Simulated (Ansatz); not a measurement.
System: C3H12OSi2, charge 0, multiplicity 1. 
Structure (B3LYP-D3(BJ)/def2-TZVP (Ansatz, a quantum-chemistry and plane-wave program) minimum search):
SMILES: C[SiH](C)OC[SiH3]
```xyz
18

C     -2.3224    -0.0001     1.5634
Si    -1.3505    -0.5096     0.0591
C     -2.1106     0.1429    -1.5208
O      0.1809     0.0879     0.2709
C      1.2540    -0.1861    -0.6299
Si     2.8534     0.4702     0.1367
H     -3.3431    -0.3862     1.5142
H     -1.8591    -0.3814     2.4748
H     -2.3753     1.0879     1.6397
H     -1.2652    -1.9939    -0.0387
H     -1.5249    -0.1432    -2.3970
H     -3.1185    -0.2577    -1.6550
H     -2.1809     1.2328    -1.5013
H      1.3413    -1.2641    -0.8184
H      1.0778     0.2914    -1.6018
H      2.7417     1.9289     0.3639
H      3.1106    -0.2109     1.4259
H      3.9821     0.2051    -0.7909
```
Charge 0, spin multiplicity 1.

Basis-set convergence of Hartree-Fock and CCSD correlation energies (hartree) with Ansatz. Correlated levels leave the core frozen unless marked. Spin-orbit coupling is left out. Non-relativistic.

```
basis            functions       E(HF)  E(corr, CCSD)
---------------  ---------  ----------  -------------
aug-cc-pV(D+d)Z        264  -773.39924       -0.95076
aug-cc-pV(T+d)Z        570           …              …
```

Question: Fill in the missing entries.

Answer: 
- aug-cc-pV(T+d)Z, E(HF): -773.48090
- aug-cc-pV(T+d)Z, E(corr, CCSD): -1.11142
